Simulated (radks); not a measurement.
Spherical jellium clusters: N electrons in a uniform positive sphere of charge N and radius rs N^(1/3), rs = 3.36 bohr. Calculated with a radial shooting solver with Libxc functionals: non-relativistic Kohn-Sham, LDA (Slater exchange, Perdew-Wang correlation), spin-polarised, spherical densities. Levels are named by radial order and angular momentum (1s, 1p, 1d, 2s, ...), and open shells are averaged over m.

N = 26, configuration 1s2 1p6 1d10 2s2 1f(up 6, down 0). This is the lowest configuration that the search found. Occupied and some empty levels:

| level | occupation | eigenvalue (eV) | <r> (bohr) |
|---|---|---|---|
| 1s up | 1 | -6.5803 | 6.102 |
| 1s down | 1 | -6.3372 | 5.786 |
| 1p up | 3 | -5.6354 | 7.216 |
| 1p down | 3 | -5.2867 | 7.067 |
| 1d up | 5 | -4.4395 | 8.001 |
| 1d down | 5 | -4.0401 | 7.960 |
| 2s up | 1 | -3.8450 | 6.559 |
| 2s down | 1 | -3.6333 | 6.744 |
| 1f up | 6 | -3.0428 | 8.696 |
| 1f down | 0 | -2.6300 | 8.745 |
| 2p up | 0 | -2.2709 | 8.074 |
| 2p down | 0 | -2.0655 | 8.201 |
| 1g up | 0 | -1.5039 | 9.447 |
| 1g down | 0 | -1.1110 | 9.615 |
| 2d up | 0 | -0.88258 | 10.35 |
| 2d down | 0 | -0.69839 | 10.73 |

Energy (eV): total -45.5108, kinetic 63.121, external -2180.6, Hartree 1073.7, exchange-correlation -110.57, background 1108.8.

Electron density:

| r (bohr) | n(r) (e/bohr^3) |
|---|---|
| 1.13 | 0.007946 |
| 2.34 | 0.006644 |
| 3.55 | 0.005711 |
| 4.76 | 0.005904 |
| 5.97 | 0.006788 |
| 7.18 | 0.006970 |
| 8.39 | 0.005432 |
| 9.60 | 0.002925 |
| 10.8 | 0.001114 |
| 12.0 | 0.0003473 |
| 13.2 | 0.00009734 |
| 14.4 | 0.00002575 |
| 15.7 | 6.606e-06 |
